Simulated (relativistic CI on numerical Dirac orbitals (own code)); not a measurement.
## Energy levels of Os²¹⁺

Computed by Dirac-Coulomb-Breit CI, orbitals from a KLI potential per configuration, model QED, unscaled Slater integrals (own radial code, finite nucleus).

Configurations in the expansion (outside the closed core [Ar] 3d10): 4s²4p⁶4d¹⁰4f⁹, 4s²4p⁶4d¹⁰4f⁸5s, 4s²4p⁶4d¹⁰4f⁷5s², 4s²4p⁶4d¹⁰4f⁸5p, 4s²4p⁶4d¹⁰4f⁷5s5p, 4s²4p⁶4d⁸4f¹¹, 4s²4p⁵4d¹⁰4f¹⁰, 4s²4p⁶4d¹⁰4f⁸6s, 4p⁶4d¹⁰4f¹¹. Levels of other configurations are missing.

The lowest level is 4s²4p⁶4d¹⁰4f⁹ ⁶H°15/2, with 80 % of that term; Hund's rules for 4s²4p⁶4d¹⁰4f⁹ give ⁶H° with J = 15/2, in agreement.

```csv
No.,Configuration,Term,J,E (eV),%,Next component (%),Lifetime (s)
1,4s²4p⁶4d¹⁰4f⁹,⁶H°,15/2,0.0000,80,17 ⁴I°,
2,4s²4p⁶4d¹⁰4f⁹,⁶H°,13/2,2.0031,89,9 ⁴I°,5.04e-03
3,4s²4p⁶4d¹⁰4f⁹,⁶F°,11/2,2.4004,44,28 ⁶H°,1.10e+00
4,4s²4p⁶4d¹⁰4f⁹,⁶F°,9/2,2.5692,39,37 ⁴F°,4.92e+02
5,4s²4p⁶4d¹⁰4f⁹,⁶H°,11/2,3.2435,47,41 ⁶F°,1.92e-02
6,4s²4p⁶4d¹⁰4f⁹,⁶H°,9/2,3.7157,61,18 ⁶F°,1.25e-02
7,4s²4p⁶4d¹⁰4f⁹,⁶F°,7/2,4.0988,49,19 ⁴F°,9.04e-03
8,4s²4p⁶4d¹⁰4f⁹,⁶H°,7/2,4.3359,51,24 ⁶F°,7.90e-02
9,4s²4p⁶4d¹⁰4f⁹,⁶F°,3/2,4.5870,45,28 ⁴D°,
10,4s²4p⁶4d¹⁰4f⁹,⁶H°,5/2,4.7191,59,20 ⁴G°,1.25e-01
11,4s²4p⁶4d¹⁰4f⁹,⁶F°,5/2,4.9517,66,12 ⁴D°,5.61e-02
12,4s²4p⁶4d¹⁰4f⁹,⁶F°,1/2,5.3088,66,29 ⁴D°,4.69e-02
13,4s²4p⁶4d¹⁰4f⁹,²K°,15/2,5.4195,25,25 ⁴I°,1.73e-03
14,4s²4p⁶4d¹⁰4f⁹,⁶F°,9/2,6.4268,34,29 ⁴F°,1.43e-03
15,4s²4p⁶4d¹⁰4f⁹,⁴G°,11/2,6.7104,64,19 ⁶H°,9.79e-04
16,4s²4p⁶4d¹⁰4f⁹,⁴K°,17/2,6.9183,50,23 ⁴L°,1.62e-02
17,4s²4p⁶4d¹⁰4f⁹,⁴M°,21/2,7.1192,84,15 ²N°,
18,4s²4p⁶4d¹⁰4f⁹,⁴L°,19/2,7.3988,52,36 ⁴M°,1.12e+00
19,4s²4p⁶4d¹⁰4f⁹,⁶F°,3/2,7.4107,37,24 ⁴P°,2.62e-03
20,4s²4p⁶4d¹⁰4f⁹,⁴I°,13/2,7.4799,46,23 ⁴K°,1.77e-03
21,4s²4p⁶4d¹⁰4f⁹,⁴D°,7/2,7.7216,32,28 ⁴F°,2.48e-03
22,4s²4p⁶4d¹⁰4f⁹,⁴P°,5/2,7.7388,40,27 ⁶P°,6.60e-03
23,4s²4p⁶4d¹⁰4f⁹,⁴I°,11/2,8.2162,47,17 ²H°,2.67e-03
24,4s²4p⁶4d¹⁰4f⁹,⁴I°,9/2,8.7181,22,21 ²H°,2.10e-03
25,4s²4p⁶4d¹⁰4f⁹,⁴M°,15/2,8.7389,38,27 ⁴I°,1.60e-03
26,4s²4p⁶4d¹⁰4f⁹,⁴I°,9/2,9.0821,46,15 ²H°,5.50e-03
27,4s²4p⁶4d¹⁰4f⁹,⁴D°,5/2,9.1284,49,27 ⁴F°,1.23e-03
28,4s²4p⁶4d¹⁰4f⁹,²F°,7/2,9.1785,39,29 ⁴F°,1.32e-03
29,4s²4p⁶4d¹⁰4f⁹,⁴K°,15/2,9.2250,46,19 ²K°,5.07e-03
30,4s²4p⁶4d¹⁰4f⁹,²D°,3/2,9.3743,28,22 ⁶P°,2.03e-03
```

Energies count from the lowest computed level; ° marks odd parity; lifetimes are radiative, by E1, M1, E2, M2 decay to levels of this space only; some are left blank where a channel outside the calculation adds to the decay or the decay crosses a small, uncertain gap.

The mean weight of the leading LS term, summed over parents, in these 30 levels is 49 %, and that of the leading jj configuration (from the same eigenvectors) 56 %.

At this charge energies of transitions that change n are usually good to better than 1 %, and those within a shell (Δn = 0) to a few per cent. Terms inside the open d or f shell come out 10 to 20 % too wide with unscaled integrals.

LS names give the leading component of a level, which can be under half, so a name can repeat, a term be missing and a line seem to break the LS rules.
